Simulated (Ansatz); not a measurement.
CH4FNOSi can be A, `O[SiH2]/N=C/F`, or B, `FC1N[SiH2]O1`.

Calculated with Ansatz (gas phase, PBE0-D4/def2-TZVP geometries, no zero-point term in ΔE). CCSD(T)/CBS adds triple-zeta CCSD(T) − MP2 to the extrapolated MP2 energy (def2 sets, frozen cores). Functionals use def2-TZVPP. B3LYP here is the variant with VWN-RPA as its local correlation; programs differ in this. Each species was taken in one conformer, which may not be the lowest.

A:

```xyz
9

O    -0.490   -1.976    0.679
Si   -0.830   -0.532   -0.011
N     0.394    0.617    0.418
C     1.106    1.261   -0.357
F     2.030    2.115    0.093
H    -0.341   -1.992    1.626
H    -0.882   -0.793   -1.472
H    -2.109    0.039    0.475
H     1.122    1.262   -1.451
```

B:

Z-matrix (Å, degrees):
```
C
N 1 1.433
Si 1 2.209 2 51.1
F 1 1.373 2 112.3 3 110.8
O 1 1.402 2 100.3 3 -6.3
H 1 1.094 2 116.4 3 -127.0
H 2 1.004 1 120.7 3 -150.2
H 3 1.481 1 127.0 2 -89.3
H 3 1.485 1 123.7 2 97.4
```

Task: Which is lower in electronic energy at CCSD(T)/CBS, and by how much? (Estimate.)

Result: Ansatz gave: A, by 45.9 kJ/mol.

Task: Give E(B) − E(A) in kJ/mol with CCSD/def2-TZVPP, B2PLYP, PBE-D4, CCSD(T)/def2-SVP, BLYP-D4, B3LYP, ωB97M-V. (Best estimate.)

Result: Computed: CCSD/def2-TZVPP 45.3, B2PLYP 56.5, PBE-D4 45.7, CCSD(T)/def2-SVP 39.6, BLYP-D4 69.6, B3LYP 60.8, ωB97M-V 41.9. None reverses the order clearly.

Task: Does the order hold for the free energy at 298.15 K (harmonic terms from PBE0-D4)? (Estimate.)

Result: Ansatz gave: Yes: G(B) − G(A) = +58.8 kJ/mol, for one conformer each.

Largest T1 diagnostic: 0.013.

Leaving LDA and LC-ωPBE aside and taking each functional with its dispersion term where it has one, the values, not all of them listed here, spread over 37.4 kJ/mol, from PBE-QIDH to BLYP-D4. LDA lies −27.4 kJ/mol from PBE without D4. From r2SCAN to r2SCAN0 (25 % exact exchange), in def2-TZVPP and without D4, E(B) − E(A) moves by −8.8 kJ/mol.
